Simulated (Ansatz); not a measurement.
TaNCl3H⁻, that is Ta(NH)Cl3 with one electron more. Charge -1, multiplicity 2. Geometry PBE0-D4/def2-SVP, that of the neutral singlet; atoms count from 1.

```xyz
6

Ta    0.064   -0.028    0.411
N    -0.204    0.090   -1.309
H    -0.361    0.160   -2.308
Cl   -1.369    1.467    1.415
Cl    2.271    0.513    0.780
Cl   -0.401   -2.201    1.011
```

In the def2 sets Ta takes a core potential; there is no spin–orbit coupling. The highest occupied level of the charge -1 doublet lies above zero (up to 0.91 eV). By energy differences its removal costs 0.78 eV (vertical, to the charge 0 singlet, at PBE0-D4/def2-TZVPD); a positive level beside a positive removal energy at the same level points to self-interaction error.

(1) Estimate the Mulliken populations from the PBE0/def2-TZVPD orbitals of Ansatz.

(2) Where does the spin sit?

(3) And the Mayer bond orders between bonded heavy atoms (over 0.3)?

Answers

(1) 
```
atom  charge (e)  spin (α − β)  d electrons
 Ta1        1.21          0.94         3.01
  N2       -0.49         -0.06            –
  H3        0.07          0.00            –
 Cl4       -0.59          0.05            –
 Cl5       -0.60          0.04            –
 Cl6       -0.60          0.04            –
```
Mulliken values and Mayer orders depend strongly on the basis. With diffuse functions, as here, like atoms can get unlike values, and bond orders can come out too low or too high.

(2) Summed by element: Ta 0.94, N -0.06, H 0.00, Cl 0.12, of 1 unpaired in all. Largest on single atoms: Ta1 0.94, N2 -0.06, Cl4 0.05.

(3) Ta1–N2 2.21 (1.74 Å); Ta1–Cl4 0.73 (2.30 Å); Ta1–Cl5 0.72 (2.30 Å); Ta1–Cl6 0.72 (2.30 Å).
